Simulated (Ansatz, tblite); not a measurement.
Two members of one family (Same ligands, another metal), computed with Ansatz in the gas phase; def2 core potentials for Au, no spin–orbit coupling. Singlets are spin-restricted. Names give formal oxidation states. A dash marks a value that wasn't run or was left out as unsound. The structures are stationary points that may keep the symmetry of their start. Remarks come from the PBE and PBE0 runs and from stability tests at other levels; not every state was tested. A HOMO above zero means that the electron is unbound at that level and held by the basis, or that self-interaction error raises the level; the energy of removing that electron tells which. HOMO above LUMO (over both spins in singlets and doublets, within one spin in higher multiplets; at PBE or PBE0), or a gap under 0.15 eV within one spin, warns that the state may not be the lowest or that an electron is smeared out.

First: [Cu(OH)4]- (singlet, charge -1, PBE0-D4/def2-SVPD geometry).

```xyz
9

Cu    0.0000    0.0000    0.0000
O     0.3756   -1.7872    0.0864
H     1.0230   -1.8662   -0.6215
O    -1.1799   -0.1806    1.3843
H    -1.0995   -1.1233    1.5639
O    -0.3756    1.7872   -0.0864
H    -1.0230    1.8662    0.6215
O     1.1799    0.1806   -1.3843
H     1.0995    1.1233   -1.5639
```

```tsv
level	HOMO (eV)	vertical IE (eV)
PBE-D4/def2-SVPD	-0.98	–
PBE-D4/def2-TZVPD	-0.88	–
r2SCAN-D4/def2-TZVPD	-1.21	4.19
PBE0-D4/def2-SVPD	-2.93	–
PBE0-D4/def2-TZVPD	-2.84	4.83
```

Metal–donor distances: 4 × O 1.83 Å. The relaxed triplet lies at 1.27 eV (PBE-D4/def2-TZVPD) to 1.58 eV (ωB97M-V/def2-TZVPD) from the singlet. Remarks: HOMO above zero (triplet), gap within one spin near zero at PBE or PBE0 (triplet), gap within one spin near zero at PBE or PBE0 (neutral doublet), HOMO above LUMO (neutral doublet).

Second: [Au(OH)4]- (singlet, charge -1, PBE0-D4/def2-SVPD geometry).

```xyz
9

Au    0.000    0.000    0.000
O    -0.922   -0.235    1.748
H    -1.041    0.668    2.060
O     0.034   -1.974   -0.249
H    -0.396   -2.305    0.547
O     0.922    0.235   -1.748
H     1.044   -0.668   -2.059
O    -0.036    1.974    0.248
H     0.396    2.306   -0.547
```

Question: Estimate the same table for the second.

Answer: 
```tsv
level	HOMO (eV)	vertical IE (eV)
PBE-D4/def2-SVPD	-0.80	–
PBE-D4/def2-TZVPD	-0.73	–
r2SCAN-D4/def2-TZVPD	-1.02	3.88
PBE0-D4/def2-SVPD	-2.50	–
PBE0-D4/def2-TZVPD	-2.40	4.41
```

Metal–donor distances: 4 × O 1.99 Å. The relaxed triplet lies at 2.13 eV (BLYP-D4/def2-TZVPD) to 2.75 eV (LC-ωPBE/def2-TZVPD) from the singlet. Remarks: gap within one spin near zero at PBE or PBE0 (neutral doublet), HOMO above LUMO (neutral doublet).
